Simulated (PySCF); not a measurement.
A GIAO shielding run with PySCF (density fitting, non-relativistic, gas phase) on `N#CC[SiH2]N[SiH3]`, C$_{2}$H$_{8}$N$_{2}$Si$_{2}$:

```
$ OMP_NUM_THREADS=1 python probes_run.py task.json out

{"job": {"kind": "nmr", "xc": "PBE0", "basis": "pcSseg-1"}, "charge": 0, "multiplicity": 1}
N      3.840147     0.880086    -0.293102
C      2.696077     0.858588    -0.333575
C      1.272968     0.794808    -0.369392
Si     0.670142    -0.907722     0.262717
N     -1.028177    -0.972626    -0.061758
Si    -2.293332     0.198198     0.178268
H      0.869989     1.595528     0.251611
H      0.937190     0.956092    -1.394349
H      0.993164    -1.010152     1.691400
H      1.287239    -1.985345    -0.510166
H     -1.370991    -1.916394    -0.140870
H     -1.821196     1.466001    -0.376096
H     -2.606197     0.362902     1.602084
H     -3.447704    -0.320439    -0.553828
```

Hardware: 1 thread of an Arm Neoverse N1, shared host. The job also computes population analyses, field gradients.

Task: How large is the calculation?

Result: 62 electrons, 156 basis functions and 848 auxiliary functions.

Task: How long does it take, and how much memory does it need?

Result: 35 s of wall time, with 14 SCF cycles and 5 response iterations; peak memory 0.72 GiB. Times on a shared host scatter by some tens of per cent.
